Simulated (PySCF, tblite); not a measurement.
Compound: C5H10AlCl3O.
Structure used (GFN2-xTB), in Å, numbered top down from 1:
```xyz
20
C5H10AlCl3O angstrom
Al     2.2428    1.0176   -0.6938
O      1.0704    0.1316    0.5011
C      0.9308   -1.2606    0.3150
C     -0.5241   -1.4343   -0.1307
C     -1.2422   -0.2145    0.4861
C     -1.9389    0.6441   -0.5666
Cl    -0.7705    1.3184   -1.7251
Cl    -3.1451   -0.3272   -1.4415
Cl    -2.7947    1.9850    0.2354
C     -0.0950    0.5600    1.1627
H      1.7349    2.4735   -0.3744
H      1.9253    0.3266   -2.0786
H      3.5476    0.4850   -0.0072
H      1.6606   -1.5660   -0.4356
H      1.1282   -1.7804    1.2600
H     -0.9493   -2.3737    0.2137
H     -0.5870   -1.4020   -1.2172
H     -1.9999   -0.5144    1.2130
H     -0.0338    0.2993    2.2261
H     -0.1653    1.6426    1.0546
```

Jobs on this species (20 atoms, 112 electrons) with PySCF (density fitting) and tblite. Hardware of each: an Arm Neoverse V1 with one thread, no GPU, shared host. Times come from a shared host and carry two figures at best.

Question: Rank these jobs by wall time, shortest first.
A. PBE0/pcSseg-1; shieldings, ring-centre shieldings, charges and field gradients; 248 basis functions
B. GFN2-xTB; Hessian by finite differences
C. GFN2-xTB; L-BFGS relaxation

Answer: B (1.4 s), C (2.4 s), A (77 s).

All jobs:

| level and settings | work | basis functions | SCF cycles | wall time |
| --- | --- | --- | --- | --- |
| GFN2-xTB | Hessian by finite differences | – | – | 1.4 s |
| GFN2-xTB | L-BFGS relaxation | – | – | 2.4 s |
| PBE0/pcSseg-1 | shieldings, ring-centre shieldings, charges and field gradients | 248 | 14 | 77 s |

Question: What do all jobs in the table cost together?

Answer: About 81 s; the longest takes about 95 % of that, and about 55 times as long as the shortest.
